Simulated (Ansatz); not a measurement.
Start from `OC[NH][AlH2]` and change one element to get `[AlH2][NH]CS`.

Ansatz, PBE0-D4/def2-TZVP geometries, multiplicity 1. Each molecule was computed in one conformer, which needn't be the lowest.

| property | `OC[NH][AlH2]` |
| --- | --- |
| HOMO–LUMO gap (PBE0/def2-TZVPP) / eV | 6.45 |
| ideal-gas entropy at 298 K and 1 bar (rigid rotor, harmonic PBE0-D4/def2-TZVP) / J/(mol·K) | 317 |
| HOMO–LUMO gap (ωB97M-V/def2-TZVPP) / eV | 10.39 |
| HOMO energy (ωB97M-V/def2-TZVPP) / eV | -9.75 |
| zero-point energy (PBE0-D4/def2-TZVP) / kJ/mol | 192.7 |
| HOMO–LUMO gap (PBE/def2-TZVPP) / eV | 4.35 |

Task: What does the change do to each property? (Best estimate.)

Result: Ansatz gave: 
| property | `[AlH2][NH]CS` | shift |
| --- | --- | --- |
| HOMO–LUMO gap (PBE0/def2-TZVPP) / eV | 5.86 | -0.59 |
| ideal-gas entropy at 298 K and 1 bar (rigid rotor, harmonic PBE0-D4/def2-TZVP) / J/(mol·K) | 336 | 19 |
| HOMO–LUMO gap (ωB97M-V/def2-TZVPP) / eV | 9.71 | -0.68 |
| HOMO energy (ωB97M-V/def2-TZVPP) / eV | -9.04 | 0.71 |
| zero-point energy (PBE0-D4/def2-TZVP) / kJ/mol | 177.7 | -15.0 |
| HOMO–LUMO gap (PBE/def2-TZVPP) / eV | 3.89 | -0.46 |

Modes under 60 cm⁻¹, often nearly free rotors, make the harmonic entropy too high.
